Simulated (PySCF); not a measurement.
Isomers of C4H14Si4 side by side.

PySCF, wB97X-D/def2-SVPD, density fitting, gas phase; each molecule at its own PBE0-D3(BJ)/def2-SVP geometry, one conformer. Singlet excitations by full TDDFT with frozen cores, triplets by Tamm–Dancoff TDDFT and ionisation energies by ΔSCF, from the lowest of the holes tried. 

Torsions of the conformers computed, which needn't be the lowest (atom-mapped SMILES):
- `[CH3:1][Si@@H:2]1[SiH2:3][SiH2:4][Si@@H:5]1[CH:6]1[CH2:7][CH2:8]1`: Si4–Si5–C6–C7 -23°
- `[CH3:1][C:2]#[C:3][SiH2:4][Si@@H:5]([CH3:6])[SiH2:7][SiH3:8]`: C3–Si4–Si5–C6 0°, Si4–Si5–Si7–Si8 178°
- `[CH:1]#[C:2][Si@H:3]([CH2:4][CH3:5])[SiH2:6][SiH2:7][SiH3:8]`: C2–Si3–C4–C5 -178°, C2–Si3–Si6–Si7 -46°, Si3–Si6–Si7–Si8 -48°
- `[CH3:1][Si@H:2]1[SiH2:3][Si@@H:4]([CH:5]2[CH2:6][CH2:7]2)[SiH2:8]1`: Si3–Si4–C5–C6 85°
- `[CH2:1]=[CH:2][CH2:3][Si@@H:4]1[SiH2:5][SiH2:6][Si@@H:7]1[CH3:8]`: C1–C2–C3–Si4 105°, C2–C3–Si4–Si5 -70°
- `[CH2:1]=[CH:2][CH2:3][Si@@H:4]1[SiH2:5][SiH2:6][Si@H:7]1[CH3:8]`: C1–C2–C3–Si4 -103°, C2–C3–Si4–Si5 168°
- `[CH3:1][C:2]#[C:3][Si@H:4]([CH3:5])[SiH:6]([SiH3:7])[SiH3:8]`: C3–Si4–Si6–Si7 -59°
- `[CH3:1][Si@@H:2]1[SiH2:3][SiH2:4][Si@H:5]1[CH:6]1[CH2:7][CH2:8]1`: Si4–Si5–C6–C7 -50°
- `[CH3:1][Si@H:2]1[SiH2:3][Si@H:4]([CH:5]2[CH2:6][CH2:7]2)[SiH2:8]1`: Si3–Si4–C5–C6 -21°
- `[CH3:1][C:2]#[C:3][SiH2:4][Si@@H:5]([SiH3:6])[SiH2:7][CH3:8]`: C3–Si4–Si5–Si6 -176°, Si4–Si5–Si7–C8 62°
- `[CH:1]#[C:2][C@H:3]([CH3:4])[SiH2:5][SiH2:6][SiH2:7][SiH3:8]`: C2–C3–Si5–Si6 -57°, C3–Si5–Si6–Si7 63°, Si5–Si6–Si7–Si8 48°

Reference: `C[Si@@H]1[SiH2][SiH2][Si@@H]1C1CC1`, with HOMO energy -8.69 eV, LUMO energy 0.84 eV, lowest singlet excitation 4.94 eV, lowest triplet excitation 4.67 eV, mean polarisability 161.7 au, dipole moment 1.62 D and vertical ionisation energy 8.62 eV.

Changes against it:

| molecule | Δ electronic energy (kcal/mol) | Δ HOMO energy (eV) | Δ LUMO energy (eV) | Δ lowest singlet excitation (eV) | Δ lowest triplet excitation (eV) | Δ mean polarisability (au) | Δ dipole moment (D) | Δ vertical ionisation energy (eV) |
| --- | --- | --- | --- | --- | --- | --- | --- | --- |
| C=CC[Si@@H]1[SiH2][SiH2][Si@@H]1C | -2.6 | +0.05 | +0.02 | +0.05 | -0.39 | +5.7 | -0.19 | -0.03 |
| C=CC[Si@@H]1[SiH2][SiH2][Si@H]1C | -2.3 | +0.01 | +0.01 | +0.05 | -0.39 | +5.3 | -1.04 | +0.01 |
| CC#C[Si@H](C)[SiH]([SiH3])[SiH3] | +16.0 | -0.26 | +0.53 | +0.79 | +0.22 | +6.5 | -0.16 | +0.27 |
| C[Si@@H]1[SiH2][SiH2][Si@H]1C1CC1 | +0.3 | +0.01 | +0.06 | +0.05 | +0.04 | -0.1 | -0.82 | -0.01 |
| C[Si@H]1[SiH2][Si@H](C2CC2)[SiH2]1 | -0.3 | -0.03 | +0.04 | +0.04 | +0.05 | +0.9 | -0.81 | +0.04 |
| CC#C[SiH2][Si@@H]([SiH3])[SiH2]C | +16.8 | -0.32 | +0.52 | +0.82 | +0.21 | +8.6 | +0.89 | +0.36 |
| C#C[C@H](C)[SiH2][SiH2][SiH2][SiH3] | +38.4 | -0.58 | +0.54 | +1.32 | +0.64 | +2.2 | -0.53 | +0.69 |

Rows whose labels were lost:

| row | Δ electronic energy (kcal/mol) | Δ HOMO energy (eV) | Δ LUMO energy (eV) | Δ lowest singlet excitation (eV) | Δ lowest triplet excitation (eV) | Δ mean polarisability (au) | Δ dipole moment (D) | Δ vertical ionisation energy (eV) |
| --- | --- | --- | --- | --- | --- | --- | --- | --- |
| P | +19.4 | -0.15 | +0.32 | +0.76 | +0.20 | +10.7 | +0.62 | +0.18 |
| Q | +26.9 | -0.54 | +0.44 | +0.90 | +0.26 | +3.3 | -0.56 | +0.56 |
| R | +0.5 | -0.06 | -0.03 | -0.02 | -0.02 | -0.1 | +0.04 | +0.08 |

Q: Which row belongs to which of `CC#C[SiH2][Si@@H](C)[SiH2][SiH3]`, `C#C[Si@H](CC)[SiH2][SiH2][SiH3]` and `C[Si@H]1[SiH2][Si@@H](C2CC2)[SiH2]1`?

A: P = `CC#C[SiH2][Si@@H](C)[SiH2][SiH3]`, Q = `C#C[Si@H](CC)[SiH2][SiH2][SiH3]` and R = `C[Si@H]1[SiH2][Si@@H](C2CC2)[SiH2]1`. P and Q are told apart most clearly by the dipole moment (+0.62 against -0.56 D); P and R are told apart most clearly by the electronic energy (+19.4 against +0.5 kcal/mol); Q and R are told apart most clearly by the electronic energy (+26.9 against +0.5 kcal/mol).

Q: Fit a straight line for the change of the electronic energy against that of the vertical ionisation energy over the labelled rows, and test it on P, Q and R.

A: Over the 7 labelled rows the slope is 56.7 kcal/mol/eV, the intercept -1.3 kcal/mol, r = 0.99 and the standard error 1.9 kcal/mol. P: predicted +8.9, computed +19.4 kcal/mol; Q: predicted +30.5, computed +26.9 kcal/mol; R: predicted +3.2, computed +0.5 kcal/mol. The mean miss is 5.6 kcal/mol, against 12 kcal/mol for guessing the labelled rows' mean: the line carries over to these rows.

Note: wB97X-D ran without an empirical dispersion term, which enters the total energy and its gradient alone.
